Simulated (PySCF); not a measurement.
Species: AlBrH₄OSi.
Bonds: Al1–O2, O2–Si3, Si3–Br4. Hydrogens: H5, H6 on Al1; H7, H8 on Si3.

Computed, not measured: PBE0-D3(BJ)/def2-SVP geometry optimisation, gas phase (PySCF 2.14.0).

Question: How far are the bound atoms from Al1?

Answer: 3 atoms: H5 1.581 Å, H6 1.581 Å, O2 1.710 Å. The nearest atom not counted as bound is Si3, at 3.32 Å.

Question: List the angles at Al1.

Answer: 
| angle | degrees | distance of the outer atoms (Å) |
| --- | --- | --- |
| H5–Al1–H6 | 125.2 | 2.81 |
| O2–Al1–H6 | 117.4 | 2.81 |
| O2–Al1–H5 | 117.4 | 2.81 |

Question: What is the shape at Al1?

Answer: Planar: angles 125.2°, 117.4° and 117.4°, sum 360.0°, 0.01 Å off the plane of its three neighbours.

Question: What are the other bond lengths?

Answer: O2–Si3 1.632 Å; Si3–Br4 2.233 Å; Si3–H7, Si3–H8 1.487 Å.

Question: Give some angles away from the centre.

Answer: Al1–O2–Si3 166.7°, O2–Si3–Br4 109.3°.

Question: What are the rotational constants (commonest isotopes, rigid rotor)?

Answer: A = 6179, B = 1073, C = 937.9 MHz: a near-prolate asymmetric top.

Charge 0, singlet. Stationary, but not proved a minimum.
